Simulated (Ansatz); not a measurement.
`[CH3][Ga]([NH2])[SH]` + H₂O → `[CH3][Ga]([NH2])[OH]` + H₂S  (formal hydrolysis of a Ga–S bond)

Gas-phase electronic energies from Ansatz, PBE0-D4/def2-TZVP geometries. CBS: MP2 limit from def2 TZ/QZ plus the TZ coupled-cluster correction, frozen cores. This one scheme is used for every species. Functionals use def2-TZVPP. B3LYP here is the variant with VWN-RPA as its local correlation; programs differ in this. HSE06 is defined as in plane-wave codes. For Ga outer-core shells are correlated without core-valence functions, which leaves a few kJ/mol of doubt a bond. Scalar relativity is left out up to krypton. Each species was taken in one conformer, which may not be the lowest.

```
             level  ΔE (kJ/mol)  difference from CCSD(T)/CBS
         r2SCAN-D4         33.3                         -1.2
           PBE0-D4         40.2                          5.7
          B3LYP-D4         32.1                         -2.4
      CAM-B3LYP-D4         26.7                         -7.8
           ωB97X-V         29.3                         -5.2
              BLYP         23.5                        -11.0
             B3LYP         27.0                         -7.5
           r2SCAN0         35.9                          1.4
             HSE06         37.6                          3.1
         CAM-B3LYP         23.6                        -10.9
RPA@PBE/def2-TZVPP         25.7                         -8.8
     CCSD/def2-SVP         20.5                        -14.0
     HF/def2-TZVPP         28.4                         -6.1
     HF/def2-QZVPP         27.0                         -7.5
    MP2/def2-QZVPP         34.5                          0.0
      HF/CBS(def2)         26.8                         -7.7
       CCSD(T)/CBS         34.5                            0
```

Largest T1 diagnostic among the species: 0.013.

From BLYP to BHLYP (50 % exact exchange), in def2-TZVPP and without D4, ΔE moves by +5.3 kJ/mol. At CCSD(T), def2-SVP lies −13.6 kJ/mol from the extrapolated value and def2-TZVPP −4.2 kJ/mol.
